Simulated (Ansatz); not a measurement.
Geometry optimisation, Ansatz, RKS PBE0/def2-SVP.

Input:

```yaml
crystal:
  periodic: [false, false, false]
  atoms:
    - { symbol: Sn, position_ang: [-0.859299, 0.737299, 1.972135] }
    - { symbol: "N", position_ang: [0.159228, 0.286123, -1.237008] }
    - { symbol: C, position_ang: [0.125905, -0.952221, -1.982814] }
    - { symbol: H, position_ang: [-1.343094, 2.12858, 1.114369] }
    - { symbol: H, position_ang: [-1.314173, 0.906182, 3.624196] }
    - { symbol: H, position_ang: [-1.47408, -0.736871, 1.372287] }
    - { symbol: H, position_ang: [0.999904, 0.356932, -0.662949] }
    - { symbol: S, position_ang: [1.581995, 0.708708, 1.909008] }
    - { symbol: H, position_ang: [0.16313, 1.089955, -1.860527] }
    - { symbol: H, position_ang: [-0.804943, -1.01812, -2.568415] }
    - { symbol: H, position_ang: [0.118408, -1.805433, -1.285942] }
    - { symbol: H, position_ang: [0.969004, -1.111691, -2.685941] }
    - { symbol: H, position_ang: [1.678116, -0.589542, 2.291801] }
basis:
  gaussian: { orbitals: def2-SVP }
hamiltonian:
  xc: pbe0
relax:
  f_tol: 0.03
  max_steps: 50
```

Launched with:

```bash
$ ansatz run input.yaml --threads 2 --pin off --max-ram 3072MiB --backend cpu --events-out ev --progress --plain --runs-dir out
```

**Question.** Where does it end, and by what steps?

**Answer.** It converged. The force dipped under the threshold on the way, but the program's further checks kept it going. After 37 steps the energy has fallen by 0.120 eV; H10 moved furthest, 0.96 Å.

```csv
step,energy less start (eV),largest force component (eV/Å),accepted
0,0.0000,0.150,yes
2,0.0033,0.229,no
4,-0.0220,0.168,yes
6,-0.0297,0.225,yes
8,-0.0391,0.203,yes
10,-0.0457,0.104,yes
12,-0.0517,0.401,yes
14,-0.0636,0.224,yes
16,-0.0896,0.134,yes
18,-0.0715,1.136,no
20,-0.1052,0.038,yes
22,-0.1060,0.032,yes
24,-0.1066,0.029,yes
26,-0.1077,0.126,yes
28,-0.1107,0.144,yes
30,-0.1132,0.095,yes
32,-0.1171,0.156,yes
34,-0.1197,0.025,yes
36,-0.1203,0.040,yes
37,-0.1204,0.029,yes
```

```xyz
13
Properties=species:S:1:pos:R:3
Sn -0.769 0.610 1.505
N 0.192 0.426 -1.121
C 0.168 -0.917 -1.675
H -0.896 2.222 0.934
H -1.200 0.648 3.188
H -1.835 -0.503 0.755
H 1.143 0.794 -1.094
S 1.539 -0.176 1.631
H -0.355 1.072 -1.689
H -0.862 -1.306 -1.658
H 0.775 -1.581 -1.040
H 0.545 -0.994 -2.712
H 1.557 -0.295 2.976
```

Time of the run: 2.7 min on 2 threads of Arm Neoverse V1, on a shared host, peak memory 0.29 GiB.
